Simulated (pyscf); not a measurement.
Optimised with ωB97X-D3(BJ)/def2-SVP in PySCF.

Q: What is the homolytic dissociation enthalpy (298 K, ωB97M-D3(BJ)/def2-TZVP) of the Mo–S bond of `[OH][Mo]([F])([F])([F])([F])[S][SiH3]`, to [HO–Mo(F)(F)(F)–F]• + H₃Si–S•?

A: Mo–S to [HO–Mo(F)(F)(F)–F]• + H₃Si–S•: 0.82 eV. The 7 functionals that were run give +0.76 (M06-2X) to +1.55 eV (PBE). The radicals are drawn with the spin at the cut bond; how far it spreads was not checked. Other isomers of [HO–Mo(F)(F)(F)–F]•, H₃Si–S• were not searched in full and may lie lower. Open-shell species with a d-block atom are single-reference here; other states, and whether the spin sits on metal or ligand, were not checked. Elements past Kr carry the def2 core potentials, without spin-orbit coupling.
